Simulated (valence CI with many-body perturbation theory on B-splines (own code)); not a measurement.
Energy levels of Lu57+

Computed by relativistic CI+MBPT: four valence electrons over a frozen Dirac-Fock core [Ne], radial functions for each j: 11 s, 11 p, 10 d, 8 f, 5 g, 2 h, with the one-electron correlation potential Σ1, the two-electron term Σ2, the three-electron term Σ3, Breit, model QED; selected CI, second order for the rest, scaled by the run's own slope (own B-spline code, finite nucleus).

No measured spectrum was set against this ion. As an estimate, large intervals hold to a few tenths of a per cent, small ones and those within an open d or f shell to about a per cent. Among the levels kept, up to 560 cm⁻¹ of a level comes from second order outside the variational space, and about a tenth of that is noise between levels of different J, which matters for small intervals.

Levels 136 to 166 of 166, with energies above the lowest level, (3s^2 3p1/2^2) J=0. "Leading %" is the weight of the configuration and term that name the level; weights of strongly mixed levels are sums over their largest components and can fall short. In the jj column 3d3/2^4 stands for four electrons in 3d with j = 3/2. Lifetimes count E1, E2, E3, M1 and M2 decay at the calculated energies, and are blank where another channel may lead or the interval is too uncertain; long ones can be off by a factor of two.

| No. | Configuration | Term | J | E (× 10³ cm⁻¹) | Leading % | g | Lifetime | Leading jj |
| --- | --- | --- | --- | --- | --- | --- | --- | --- |
| 136 | 3p²3d² | ³P | 0 | 10944 | 57 |  | 5.24 ps | 3p1/2^2 3d3/2^2 (97 %) |
| 137 | 3s3p²3d | ³P | 1 | 11014 | 36 | 1.090 | 332 fs | 3s 3p3/2^2 3d5/2 (94 %) |
| 138 | 3s3p²3d | ¹D | 2 | 11115 | 40 | 1.106 | 296 fs | 3s 3p3/2^2 3d5/2 (93 %) |
| 139 | 3p³3d | ³F° | 2 | 11321 | 43 | 0.976 | 504 fs | 3p1/2 3p3/2^2 3d3/2 (87 %) |
| 140 | 3p³3d | ³D° | 1 | 11362 | 43 | 0.972 | 398 fs | 3p1/2 3p3/2^2 3d3/2 (92 %) |
| 141 | 3p²3d² | ³F | 3 | 11365 | 32 | 1.070 | 3.22 ps | 3p1/2^2 3d3/2 3d5/2 (98 %) |
| 142 | 3p³3d | ³F° | 3 | 11408 | 34 | 1.074 | 438 fs | 3p1/2 3p3/2^2 3d3/2 (89 %) |
| 143 | 3p³3d | ⁵D° | 0 | 11408 | 47 |  | 397 fs | 3p1/2 3p3/2^2 3d3/2 (91 %) |
| 144 | 3p³3d | ³G° | 4 | 11446 | 44 | 1.042 | 494 fs | 3p1/2 3p3/2^2 3d3/2 (90 %) |
| 145 | 3p²3d² | ³P | 2 | 11456 | 23 | 1.173 | 2.99 ps | 3p1/2^2 3d3/2 3d5/2 (97 %) |
| 146 | 3p²3d² | ³P | 1 | 11494 | 36 | 1.508 | 2.79 ps | 3p1/2^2 3d3/2 3d5/2 (98 %) |
| 147 | 3p²3d² | ³F | 4 | 11496 | 24 | 1.063 | 2.77 ps | 3p1/2^2 3d3/2 3d5/2 (97 %) |
| 148 | 3p³3d | ³F° | 2 | 11551 | 34 | 1.031 | 354 fs | 3p1/2 3p3/2^2 3d3/2 (85 %) |
| 149 | 3p³3d | ³P° | 1 | 11602 | 25 | 1.327 | 328 fs | 3p1/2 3p3/2^2 3d3/2 (62 %) |
| 150 | 3p³3d | ³F° | 2 | 11616 | 29 | 1.043 | 412 fs | 3p1/2 3p3/2^2 3d3/2 (70 %) |
| 151 | 3p³3d | ³D° | 3 | 11630 | 31 | 1.143 | 331 fs | 3p1/2 3p3/2^2 3d3/2 (76 %) |
| 152 | 3p³3d | ³D° | 1 | 11763 | 22 | 1.010 | 323 fs | 3p1/2 3p3/2^2 3d3/2 (59 %) |
| 153 | 3s3p3d² | ⁵D° | 0 | 11767 | 79 |  | 333 fs | 3s 3p3/2 3d3/2^2 (94 %) |
| 154 | 3s3p3d² | ⁵F° | 2 | 11805 | 29 | 1.158 | 275 fs | 3s 3p3/2 3d3/2^2 (68 %) |
| 155 | 3s3p3d² | ⁵F° | 3 | 11807 | 30 | 1.151 | 318 fs | 3s 3p3/2 3d3/2^2 (81 %) |
| 156 | 3s3p3d² | ⁵D° | 1 | 11812 | 34 | 1.044 | 254 fs | 3s 3p3/2 3d3/2^2 (46 %) |
| 157 | 3s3p3d² | ³F° | 4 | 11847 | 26 | 1.195 | 343 fs | 3s 3p3/2 3d3/2^2 (83 %) |
| 158 | 3p³3d | ³F° | 4 | 11894 | 46 | 1.267 | 603 fs | 3p1/2 3p3/2^2 3d5/2 (85 %) |
| 159 | 3p³3d | ³D° | 3 | 11913 | 50 | 1.294 | 464 fs | 3p1/2 3p3/2^2 3d5/2 (90 %) |
| 160 | 3p³3d | ³G° | 5 | 11935 | 72 | 1.189 | 991 fs | 3p1/2 3p3/2^2 3d5/2 (72 %) |
| 161 | 3p³3d | ¹G° | 4 | 11957 | 35 | 1.187 | 506 fs | 3p1/2 3p3/2^2 3d5/2 (87 %) |
| 162 | 3s3p3d² | ³P° | 2 | 11997 | 25 | 1.621 | 289 fs | 3s 3p3/2 3d3/2^2 (80 %) |
| 163 | 3p³3d | ³P° | 0 | 11997 | 40 |  | 570 fs | 3p1/2 3p3/2^2 3d5/2 (78 %) |
| 164 | 3p³3d | ³D° | 1 | 12023 | 23 | 0.957 | 455 fs | 3p1/2 3p3/2^2 3d5/2 (61 %) |
| 165 | 3p²3d² | ³F | 4 | 12051 | 27 | 1.166 | 2.23 ps | 3p1/2^2 3d5/2^2 (96 %) |
| 166 | 3s3p3d² | ³D° | 1 | 12089 | 28 | 0.840 | 221 fs | 3s 3p3/2 3d3/2^2 (59 %) |
